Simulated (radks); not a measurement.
Task: Coherent X-ray form factor from a spherical all-electron density. Method: Dirac Kohn-Sham, HCTH/407, spin-unpolarised, spherical densities, point nucleus; computed with a radial shooting solver on a logarithmic mesh with Libxc functionals.

sin(theta)/lambda (1/angstrom),f0 (electrons)
0.05,38.537
0.1,37.238
0.15,35.332
0.2,33.097
0.25,30.782
0.3,28.565
0.4,24.757
0.5,21.848
0.6,19.597
0.8,16.028
1,12.981
1.25,9.923
1.5,7.855
2,5.821

The species is in the configuration that NIST lists as its ground one. Which atom or ion scatters so?

Result: The molybdenum ion Mo3+, [Kr] 4d3. Extrapolating in s^2 from the first two rows gives f0(0) = 39.0, near the electron count 39; among species with that count, the fall with angle is slower the higher Z, and the table is that of Z = 42; from so few rows the species is fixed only to a neighbour or two.
